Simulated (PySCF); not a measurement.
# C₆ coefficients of unlike pairs at PW91

Calculated with PySCF 2.14 from the dipole response of each species, C₆(A,B) = (3/π) ∫ α_A(iu) α_B(iu) du, in atomic units, from isotropic polarisabilities. For ions this is the dispersion term alone; charge-induced terms of lower order in 1/R come first.

```
species           configuration                                                                                   basis      relativity  α (bohr³)  C₆ (like pair)
     Zn      [Ar] 3d10 4s2 (1S)                                               aug-cc-pwCVDZ-PP with ECP10MDF (6s6p5d3f)  core potential      37.09           253.6
    Ag+          [Kr] 4d10 (1S)                                               aug-cc-pVTZ-PP with ECP28MDF (6s6p5d3f2g)  core potential      10.31           61.20
     Mg           [Ne] 3s2 (1S)                                                                 dyall-av3z (20s13p6d4f)            none      73.59           653.2
     In  [Kr] 4d10 5s2 5p1 (2P)  aug-cc-pVTZ-PP with one added diffuse shell each of d, f type with ECP28MDF (6s5p5d3f)  core potential      79.25           796.6
```

Estimate C₆ for In with Zn.

The integral gives 445.6. The combination rule 2 C_A C_B / (C_A α_B/α_A + C_B α_A/α_B) gives 441.7 and the geometric mean 449.5.

No spin-orbit coupling is included.

The other pairs:

```json
{"pair": "Mg, Ag+", "C₆": "149.9"}
{"pair": "Mg, Zn", "C₆": "396.6"}
{"pair": "In, Ag+", "C₆": "181.4"}
{"pair": "In, Mg", "C₆": "715.8"}
{"pair": "Ag+, Zn", "C₆": "107.9"}
```
